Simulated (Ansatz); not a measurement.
Reactions of C₆H₁₅FO₂Sn (`C[O][Sn]([F])([O]C)[C](C)(C)C`).

Isolated molecules relaxed with PBE0-D4/def2-TZVP in Ansatz; ΔE leaves out vibrations. CBS: MP2 limit from def2 TZ/QZ plus the TZ coupled-cluster correction, frozen cores. This one scheme is used for every species, atoms too. Functionals use def2-TZVPP. B3LYP here is the variant with VWN-RPA as its local correlation; programs differ in this. Open shells (•) are unrestricted, without spin–orbit coupling. Spin–orbit coupling would lower the free atoms: a little for C, F, O; strongly for Sn. Elements past krypton have def2 core potentials. For Ge, Sn outer-core shells are correlated without core-valence functions, so the limit isn't a true one: a few kJ/mol of doubt a bond, and 10 to 20 or more in all where bonds break to atoms. Scalar relativity is left out up to krypton. Each species was taken in one conformer, which may not be the lowest.

| reaction | CCSD(T)/CBS(def2) (kJ/mol) |
| --- | --- |
| `C[O][Sn]([F])([O]C)[C](C)(C)C` + H₂ → `C[O][SnH]([F])[O]C` + `CC(C)C` | -18 |
| `C[O][Sn]([F])([O]C)[C](C)(C)C` + H–F → `C[O][Sn]([F])([F])[O]C` + `CC(C)C` | -38 |
| `C[O][Sn]([F])([O]C)[C](C)(C)C` → `CC(C)(C)F` + `C[O][Sn][O]C` | 73 |
| `C[O][Sn]([F])([O]C)[C](C)(C)C` → `COC(C)(C)C` + `C[O][Sn][F]` | 26 |
| `C[O][Sn]([F])([O]C)[C](C)(C)C` → 6 C• + F• + 15 H• + 2 O• + Sn• | ? |
| `C[O][Sn]([F])([O]C)[C](C)(C)C` + `[NH2][Sn]([Cl])([Cl])[Cl]` → `CC(C)(C)[NH][Sn]([Cl])([Cl])[Cl]` + `C[O][SnH]([F])[O]C` | ? |
| `C[O][Sn]([F])([O]C)[C](C)(C)C` + `[OH][Ge][F]` → `CC(C)(C)[O][Ge][F]` + `C[O][SnH]([F])[O]C` | 59 |
| `C[O][Sn]([F])([O]C)[C](C)(C)C` + `C[Si](C)(C)C` → `C[O][Sn]([F])([CH2][Si](C)(C)C)[O]C` + `CC(C)C` | -26 |
| `C[O][Sn]([F])([O]C)[C](C)(C)C` → `C[O][SnH]([F])[O]C` + `C=C(C)C` | ? |

Q: Fill in the missing values. (An estimate is asked.)

A: Computed: `C[O][Sn]([F])([O]C)[C](C)(C)C` → 6 C• + F• + 15 H• + 2 O• + Sn•: +9650.8 kJ/mol; `C[O][Sn]([F])([O]C)[C](C)(C)C` + `[NH2][Sn]([Cl])([Cl])[Cl]` → `CC(C)(C)[NH][Sn]([Cl])([Cl])[Cl]` + `C[O][SnH]([F])[O]C`: +43.1 kJ/mol; `C[O][Sn]([F])([O]C)[C](C)(C)C` → `C[O][SnH]([F])[O]C` + `C=C(C)C`: +129.4 kJ/mol.

Largest T1 diagnostic: 0.017, for `C[O][Sn][F]`.
